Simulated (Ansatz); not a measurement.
`C=C[SiH](C)F` → `C=CF` + `C[SiH]`  (silylene formation by 1,1-elimination)

Calculated with Ansatz (gas phase, PBE0-D4/def2-TZVP geometries, no zero-point term in ΔE). CBS: MP2 limit from def2 TZ/QZ plus the TZ coupled-cluster correction, frozen cores. This one scheme is used for every species. DFT in def2-TZVPP. B3LYP here is the variant with VWN-RPA as its local correlation; programs differ in this. One conformer a species, not always the lowest.

`C=C[SiH](C)F`:

```xyz
12

C     0.436    1.364    1.714
C     0.309    1.140    0.408
Si    0.511   -0.553   -0.314
C    -0.989   -1.115   -1.249
F     1.746   -0.544   -1.343
H     0.692    0.566    2.406
H     0.294    2.348    2.153
H     0.055    1.980   -0.236
H     0.858   -1.489    0.787
H    -0.826   -2.100   -1.694
H    -1.852   -1.181   -0.580
H    -1.235   -0.416   -2.052
```

`C=CF`:

Z-matrix (Å, degrees):
```
C
C 1 1.316
H 1 1.081 2 119.2
H 1 1.082 2 121.6 3 -180.0
F 2 1.336 1 122.3 3 180.0
H 2 1.084 1 125.7 3 0.0
```

`C[SiH]`:

Cartesian coordinates in Å:
```
C -0.457 -0.062 -0.260
Si 0.877 1.094 0.424
H -0.002 -0.784 -0.950
H -1.268 0.457 -0.772
H -0.876 -0.662 0.558
H 1.726 -0.043 1.000
```

```
         level  ΔE (kcal/mol)
        B2PLYP          106.1
         B3LYP          101.3
 HF/def2-QZVPP          105.6
MP2/def2-QZVPP          114.7
```

**Question.** What does CCSD(T)/CBS give? (Best estimate.)

**Answer.** Ansatz gave: +108.9 kcal/mol. The listed levels differ from it by -2.8, -7.6, -3.3, 5.8 kcal/mol.

Largest T1 diagnostic among the species: 0.012.

The D4 term adds +3.4 kcal/mol with B3LYP and +1.9 kcal/mol with PBE0; it sums over pairs of atoms, weighted by their polarisabilities, and B3LYP, whose exchange is more repulsive, gets the larger term. From PBE to PBE0 (25 % exact exchange), in def2-TZVPP and without D4, ΔE moves by +4.6 kcal/mol.

CCSD(T)/CBS has its own doubt, a few kJ/mol and more with outer-core shells, so smaller differences from it don't rank the levels.
